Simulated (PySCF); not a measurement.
P⁺: ionisation energy

P⁺ [Ne] 3s2 3p2 (3P) → P²⁺ [Ne] 3s2 3p1 (2P), as a difference of total energies. All numbers are calculated (PySCF 2.14, the non-relativistic Hamiltonian (point nucleus), in def2-QZVPPD (10s6p5d2f1g, 76 functions)). Correlated levels: valence: [Ne] frozen; valence and next inner shell: 1s2 frozen. The calculations carry no spin-orbit coupling.

```csv
method,ionisation energy (eV)
UHF,19.169
LDA,19.824
PBE0,19.820
r2SCAN,19.947
HSE06,19.808
CAM-B3LYP,19.748
BLYP,19.552
MP2 (valence),19.655
SCS-MP2 (valence),19.564
MP2 (valence and next inner shell),19.666
SCS-MP2 (valence and next inner shell),19.573
```

Problem. Estimate what revPBE gives.

Solution. 19.765 eV, closest to CAM-B3LYP among the rows shown.

Problem. Estimate what PBE gives.

Solution. 19.783 eV, closest to HSE06 among the rows shown.

A first-order spin-orbit estimate (lowest level to lowest level, LS coupling) adds -0.007 eV.

Errors of the correlated levels include the incompleteness of this basis and the frozen core.

For comparison: 19.769 eV (semi-empirical (NIST evaluation); NIST Atomic Spectra Database, ionization energies).
